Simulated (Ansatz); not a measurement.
Start from `[I][SnH]([I])[I]` and change one atom or group to get `[I][SnH2][I]`.

Ansatz, PBE0-D4/def2-TZVP geometries, multiplicity 1. 

Elements past krypton have def2 core potentials.  Spin–orbit coupling is left out; it splits and shifts lone-pair levels of the heavy atoms by tenths of an eV.

| property | `[I][SnH]([I])[I]` |
| --- | --- |
| ideal-gas entropy at 298 K and 1 bar (rigid rotor, harmonic PBE0-D4/def2-TZVP) / J/(mol·K) | 405 |
| LUMO energy (B3LYP/def2-TZVPP) / eV | -3.18 |
| HOMO energy (PBE0/def2-TZVPP) / eV | -7.78 |
| HOMO–LUMO gap (ωB97M-V/def2-TZVPP) / eV | 8.72 |
| size of the dipole moment (B3LYP/def2-TZVPP) / D | 0.94 |
| size of the dipole moment (ωB97M-V/def2-TZVPP) / D | 1.01 |

What does the change do to each property? (Best estimate.)

The calculation gave: 
```csv
property,`[I][SnH2][I]`,shift
"ideal-gas entropy at 298 K and 1 bar (rigid rotor, harmonic PBE0-D4/def2-TZVP) / J/(mol·K)",354,-51
LUMO energy (B3LYP/def2-TZVPP) / eV,-2.40,0.78
HOMO energy (PBE0/def2-TZVPP) / eV,-7.68,0.10
HOMO–LUMO gap (ωB97M-V/def2-TZVPP) / eV,9.39,0.67
size of the dipole moment (B3LYP/def2-TZVPP) / D,1.60,0.66
size of the dipole moment (ωB97M-V/def2-TZVPP) / D,1.71,0.70
```

With PBE0 the HOMO rises by 0.10 eV and the LUMO rises by 0.80 eV, so the gap widens by about 0.70 eV. PBE moves the HOMO by 0.07 eV and ωB97M-V by 0.14 eV. Dipoles are sizes alone; their direction can turn. Modes under 60 cm⁻¹, often nearly free rotors, make the harmonic entropy too high.

B3LYP here is the variant with VWN-RPA as its local correlation; programs differ in this.
